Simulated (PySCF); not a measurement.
GaCl, SMILES [Cl][Ga] (connectivity only; charge and spin as stated), neutral, multiplicity 1. Atoms are numbered in the order given.

```xyz
2

Ga     0.0000     0.0000    -0.7916
Cl     0.0000     0.0000     1.4434
```
Charge 0, spin multiplicity 1.

Geometry optimised at PBE-D3(BJ)/def2-TZVP.

All values below come from B3LYP/def2-TZVPD (PySCF).

The molecule is in vacuum.

Problem. Estimate the frontier levels, gap, dipole moment and polarisability. (An estimate is asked for; the answer gives what the named calculation found.)

Solution. 
highest occupied level: -7.41 eV
lowest empty level: -1.99 eV
orbital gap: 5.43 eV
dipole moment: 2.61 D
quadrupole, principal values (traceless, Buckingham form, about the centre of nuclear charge): -4.78, 2.39, 2.39 D·Å
mean static polarisability: 49.5 bohr³ (7.33 Å³)
polarisability, principal values: 41.8, 41.8, 64.7 bohr³
